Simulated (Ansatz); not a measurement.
Frontier orbitals of CH4O2Sn.

Cartesian coordinates in Å:
```
O 1.542 0.453 0.539
Sn 0.838 -1.388 0.988
C -1.363 0.647 -0.137
O -1.270 -0.542 0.061
H 1.942 0.483 -0.334
H 1.128 -2.032 -0.659
H -0.502 1.312 0.038
H -2.316 1.066 -0.496
```

Charge 0, multiplicity 1. Correlated methods include outer-core shells of Sn, which these sets cover unevenly. Sn: def2 effective core potential. The bonds changed during the relaxation, so this is another structure than the one it started from. The geometry is a stationary point of PBE0-D4/def2-TZVP. It is one conformer, not always the lowest. Basis def2-TZVPP, Ansatz.

```json
{"functional": "LDA (SPW92)", "HOMO (eV)": "-5.41", "LUMO (eV)": "-3.67", "gap (eV)": "1.74"}
{"functional": "PBE", "HOMO (eV)": "-5.25", "LUMO (eV)": "-3.42", "gap (eV)": "1.83"}
{"functional": "BLYP", "HOMO (eV)": "-5.16", "LUMO (eV)": "-3.30", "gap (eV)": "1.86"}
{"functional": "PBE0", "HOMO (eV)": "-6.20", "LUMO (eV)": "-2.23", "gap (eV)": "3.97"}
{"functional": "r2SCANh", "HOMO (eV)": "-5.82", "LUMO (eV)": "-2.77", "gap (eV)": "3.05"}
{"functional": "r2SCAN0", "HOMO (eV)": "-6.36", "LUMO (eV)": "-2.10", "gap (eV)": "4.26"}
{"functional": "CAM-B3LYP", "HOMO (eV)": "-7.46", "LUMO (eV)": "-1.00", "gap (eV)": "6.46"}
{"functional": "ωB97X-V", "HOMO (eV)": "-8.36", "LUMO (eV)": "0.22", "gap (eV)": "8.58"}
{"functional": "ωB97M-V", "HOMO (eV)": "-8.28", "LUMO (eV)": "0.11", "gap (eV)": "8.39"}
{"functional": "HF", "HOMO (eV)": "-8.32", "LUMO (eV)": "1.72", "gap (eV)": "10.04"}
```

From PBE to PBE0 the HOMO moves by −0.95 eV and the LUMO by +1.19 eV, and with ωB97M-V by −3.02 and +3.53 eV, so the gap grows from 1.83 to 8.38 eV with exact exchange. A positive LUMO is unbound and depends on the basis.
